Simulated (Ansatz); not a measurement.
Consider the substitution at a C–B bond: `CB(O)C=[Se]` + HCl → `ClC=[Se]` + `CBO`.

Gas-phase electronic energies from Ansatz, PBE0-D4/def2-TZVP geometries. CBS: MP2 limit from def2 TZ/QZ plus the TZ coupled-cluster correction, frozen cores. This one scheme is used for every species. For Se outer-core shells are correlated without core-valence functions, which leaves a few kJ/mol of doubt a bond. Scalar relativity is left out up to krypton. One conformer a species, not always the lowest.

```tsv
species	CCSD(T)/CBS(def2) energy (Eh)
`CB(O)C=[Se]`	-2579.83023
HCl	-460.38127
`ClC=[Se]`	-2899.09740
`CBO`	-141.08489
```

Work out ΔE.

ΔE = (-2899.09740) + (-141.08489) − (-2579.83023) − (-460.38127) = 0.02921 Eh = +0.79 eV.

Largest T1 diagnostic among the species: 0.014.

From PBE to PBE0 (25 % exact exchange), in def2-TZVPP and without D4, ΔE moves by +0.08 eV. The D4 term adds +0.06 eV with B3LYP and +0.04 eV with PBE0; it sums over pairs of atoms, weighted by their polarisabilities, and B3LYP, whose exchange is more repulsive, gets the larger term.

B3LYP here is the variant with VWN-RPA as its local correlation; programs differ in this.
